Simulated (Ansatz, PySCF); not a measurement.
The pair A = HCl (SMILES Cl) (first 2 atoms), B = H4OSi (SMILES O[SiH3]); geometry from B3LYP-D3(BJ)/def2-TZVP.
(charge 0, multiplicity 1):
```xyz
8

Cl    -0.8223     0.4550    -0.4324
H     -0.7256    -0.3857     0.5362
O      0.3239    -0.2690     4.8479
Si     0.0886     0.2497     3.3001
H      1.0610    -0.8550     5.0349
H      1.3063     0.8708     2.7295
H     -1.0236     1.2145     3.3497
H     -0.2898    -0.8854     2.4100
```

Frozen-core correlation. Rows in 6-31G* carry no dispersion term and start afresh at each structure (6-31G* with six Cartesian d functions).

The values were computed with Ansatz (a first-principles code) with Gaussian orbitals; PySCF for 6-31G* rows. Values without a source in brackets are computed.

Total energies (hartree), monomers frozen at their geometry in the pair:

| structure | HF/aug-cc-pV(D+d)Z | B3LYP/6-31G* | MP2/aug-cc-pV(D+d)Z |
|---|---|---|---|
| AB | -826.2692685 | -827.9390970 | -826.7523621 |
| A in the pair's basis | -460.0947735 | -460.7963351 | -460.2579296 |
| B in the pair's basis | -366.1762286 | -367.1428184 | -366.4931601 |
| A | -460.0946353 | -460.7956901 | -460.2572310 |
| B | -366.1758899 | -367.1423937 | -366.4924680 |

Work out the interaction energy without and with the counterpoise correction, and the superposition error, for each level.


E(AB) − E(A) − E(B), times 627.509 kcal/mol, with the monomers in their own basis and then in the pair's basis:
- HF/aug-cc-pV(D+d)Z: 0.79 uncorrected, 1.09 corrected; the monomers gain 0.30 kcal/mol from borrowed functions
- B3LYP/6-31G*: -0.64 uncorrected, 0.04 corrected; the monomers gain 0.67 kcal/mol from borrowed functions
- MP2/aug-cc-pV(D+d)Z: -1.67 uncorrected, -0.80 corrected; the monomers gain 0.87 kcal/mol from borrowed functions
